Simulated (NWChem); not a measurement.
# C₅H₅N; SMILES C#CC(N)=C=C

```xyz
11

C      1.0375     2.2759    -0.0155
C      0.4011     1.2432    -0.0201
C     -0.3804     0.0404    -0.0019
N     -1.7710     0.2056    -0.0732
C      0.2405    -1.1334     0.0266
C      0.8523    -2.2877    -0.0002
H      1.6119     3.1838    -0.0192
H     -2.1042     0.9985     0.4655
H     -2.2880    -0.6371     0.1524
H      1.0834    -2.7979    -0.9451
H      1.1691    -2.7961     0.9203
```
Atoms are numbered in this order, from 1.

Computed with NWChem. Coordinates come from a PBE0/def2-SVP optimisation. Level: PBE/def2-SVP with SMD (1 M gas to 1 M solution), gas-phase geometry.

| solvent | dielectric constant | solvation free energy (kcal/mol) | cavity-dispersion-structure term (kcal/mol) | dipole in solution (D) |
|---|---|---|---|---|
| water | 78.4 | -2.4 | 5.4 | 1.83 |
| methanol | 32.6 | -4.7 | 2.9 | 1.82 |
| n-hexane | 1.88 | -3.7 | -0.3 | 1.60 |
| dichloromethane | 8.93 | -6.5 | 0.4 | 1.78 |
| chloroform | 4.71 | [?] | 0.3 | [?] |
| ethanol | 24.9 | -4.8 | 2.7 | 1.81 |

Q: Fill in the missing entries.

A: 
- chloroform, solvation free energy (kcal/mol): -5.7
- chloroform, dipole in solution (D): 1.73
